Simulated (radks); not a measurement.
Spherical jellium clusters: N electrons in a uniform positive sphere of charge N and radius rs N^(1/3), rs = 3.45 bohr. Calculated with a radial shooting solver with Libxc functionals: non-relativistic Kohn-Sham, LDA (Slater exchange, Perdew-Wang correlation), spin-polarised, spherical densities. Levels are named by radial order and angular momentum (1s, 1p, 1d, 2s, ...), and open shells are averaged over m. Each electron was tried in the lowest free levels, single moves between levels near the top were tried too, and the lowest total energy was kept; such a search can miss a lower state. Energies include the self-energy of the background; IP and EA are vertical (highest electron removed, lowest free level filled), at fixed background; spill-out counts the electrons outside the background radius R, and alpha is the static dipole polarisability from linear response (closed shells only). A dash means not computed or, for alpha, an open shell; in EA it means that no bound solution was reached, which is typical of self-interaction and does not show that the anion is unstable. Real open-shell clusters deform, which this model forbids.

N	open shells	2S	E/N (eV)	E(N+1) + E(N-1) - 2E(N) (eV)	IP (eV)	EA (eV)	spill-out (e)	alpha/R^3
1	1s(up 1, down 0)	1	-1.073	-	-	-	0.44	-
2	none	0	-1.620	1.393	5.900	-	0.62	1.772
3	1p(up 1, down 0)	1	-1.338	-0.746	4.071	-	0.95	-
4	1p(up 2, down 0)	2	-1.383	-0.561	4.748	-	1.15	-
5	1p(up 3, down 0)	3	-1.523	0.320	5.140	-	1.29	-
6	1p(up 3, down 1)	2	-1.562	-0.453	4.663	-	1.44	-
7	1p(up 3, down 2)	1	-1.655	-0.334	5.025	1.768	1.57	-
8	none	0	-1.767	1.550	5.264	-	1.67	1.522
9	1d(up 1, down 0)	1	-1.682	-0.321	3.628	-	1.87	-
10	1d(up 2, down 0)	2	-1.645	-0.281	3.942	-	2.03	-
11	1d(up 3, down 0)	3	-1.641	-0.244	4.190	-	2.17	-
12	1d(up 4, down 0)	4	-1.658	-0.212	4.391	1.568	2.28	-
13	1d(up 5, down 0)	5	-1.688	0.383	4.555	-	2.38	-
14	1d(up 5, down 1)	4	-1.687	-0.222	4.125	1.466	2.50	-
15	1d(up 5, down 2)	3	-1.701	-0.192	4.319	1.673	2.60	-
16	1d(up 5, down 3)	2	-1.725	-0.168	4.479	1.852	2.70	-
17	1d(up 5, down 4)	1	-1.756	-0.148	4.614	2.008	2.79	-
18	none	0	-1.792	0.242	4.729	1.825	2.87	1.397
19	2s(up 1, down 0)	1	-1.812	0.210	4.455	1.696	3.05	-
20	none	0	-1.818	0.661	4.251	-	3.27	1.438
21	1f(up 1, down 0)	1	-1.793	-0.156	3.617	1.227	3.38	-
22	1f(up 2, down 0)	2	-1.777	-0.144	3.756	1.380	3.47	-
23	1f(up 3, down 0)	3	-1.769	-0.133	3.879	1.518	3.56	-
24	1f(up 4, down 0)	4	-1.767	-0.122	3.989	1.643	3.65	-
25	1f(up 5, down 0)	5	-1.770	-	4.089	1.758	3.72	-

All shells are closed at N = 2, 8, 18, 20 (there: 1s2 1p6 1d10 2s2); the second difference of the energy has clear peaks (12 % above both neighbours; the first and last values, which can be the largest, are not judged, and half-filled shells can peak too) at N = 5, 8, 13, 18, 20.
